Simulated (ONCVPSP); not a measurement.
## Logarithmic derivatives: Fe, ONCV

| Property | Result |
| --- | --- |
| Element | iron (Fe) |
| Generator | ONCVPSP 4.0.1 |
| Type | optimised norm-conserving Vanderbilt (ONCV) |
| Functional | PBE |
| Relativity | fully relativistic |
| Frozen core | [Ne] |
| Valence charge | 16 |
| Reference configuration | 3s2 3p6 3d6 4s2 |
| Partial waves | 3s+4s: rc 1.20 bohr, ncon 3, nbas 7, qcut 8.9 1/bohr, 2 projectors; 3p: rc 0.80 bohr, ncon 4, nbas 7, qcut 11.9 1/bohr, 2 projectors, debl 1.6 Ha; 3d: rc 1.35 bohr, ncon 3, nbas 8, qcut 11.7 1/bohr, 1 projector |
| Local potential | polynomial inside 0.70 bohr (lpopt 5, dvloc0 2 Ha) |
| Core correction | Teter function, fcfact 3.5, rcfact 1.35 |

Open shells are filled in proportion to 2j + 1.

In the p channel the program set the typed energies aside and used -2.187, 0.250 Ha (j = l + 1/2; the other j can differ).

The phase is arctan(r·R′/R) of the radial function R(r), unwrapped; energies in Ha, scanned from -5 to 5 Ha. A pole is an energy at which the radial function vanishes at the test radius. The pseudo phase is shifted by a multiple of π to meet the all-electron one at the reference energy, and phase errors are pseudo minus all-electron; the curves can meet again beyond the range given. Levels narrower than the energy grid can be missing from the lists of poles.

Task: For each channel, where are the poles, and over which energies does the pseudopotential scatter like the atom?

Result:

| channel | radius (bohr) | reference energy (Ha) | poles, all-electron | poles, pseudo | unbroken range about the reference energy with phases within 0.05 rad | phase error 1 Ha above the reference energy (rad) |
| --- | --- | --- | --- | --- | --- | --- |
| s | 1.22 | -0.19 | -2.28 | -2.28 | the whole range | -0.000 |
| p3/2 | 0.81 | -2.19 | none | none | the whole range | +0.000 |
| p1/2 | 0.81 | -2.24 | none | none | the whole range | +0.000 |
| d5/2 | 1.37 | -0.27 | 0.65 | 0.67 | below 2.0 | +0.009 |
| d3/2 | 1.37 | -0.28 | 0.63 | 0.66 | below 2.0 | +0.009 |

Phases in the d5/2 channel:

```json
{"E (Ha)": "-4.96", "all-electron": "1.264", "pseudo": "1.265"}
{"E (Ha)": "-4.48", "all-electron": "1.241", "pseudo": "1.243"}
{"E (Ha)": "-4.00", "all-electron": "1.213", "pseudo": "1.214"}
{"E (Ha)": "-3.52", "all-electron": "1.176", "pseudo": "1.178"}
{"E (Ha)": "-3.04", "all-electron": "1.126", "pseudo": "1.129"}
{"E (Ha)": "-2.56", "all-electron": "1.053", "pseudo": "1.057"}
{"E (Ha)": "-2.08", "all-electron": "0.935", "pseudo": "0.941"}
{"E (Ha)": "-1.60", "all-electron": "0.712", "pseudo": "0.722"}
{"E (Ha)": "-1.12", "all-electron": "0.213", "pseudo": "0.226"}
{"E (Ha)": "-0.64", "all-electron": "-0.647", "pseudo": "-0.643"}
{"E (Ha)": "-0.16", "all-electron": "-1.205", "pseudo": "-1.205"}
{"E (Ha)": "0.32", "all-electron": "-1.463", "pseudo": "-1.459"}
{"E (Ha)": "0.80", "all-electron": "-1.613", "pseudo": "-1.604"}
{"E (Ha)": "1.28", "all-electron": "-1.728", "pseudo": "-1.709"}
{"E (Ha)": "1.76", "all-electron": "-1.839", "pseudo": "-1.804"}
{"E (Ha)": "2.24", "all-electron": "-1.972", "pseudo": "-1.907"}
{"E (Ha)": "2.72", "all-electron": "-2.165", "pseudo": "-2.035"}
{"E (Ha)": "3.20", "all-electron": "-2.493", "pseudo": "-2.221"}
{"E (Ha)": "3.68", "all-electron": "-3.049", "pseudo": "-2.517"}
{"E (Ha)": "4.16", "all-electron": "-3.657", "pseudo": "-2.981"}
{"E (Ha)": "4.64", "all-electron": "-4.040", "pseudo": "-3.511"}
```
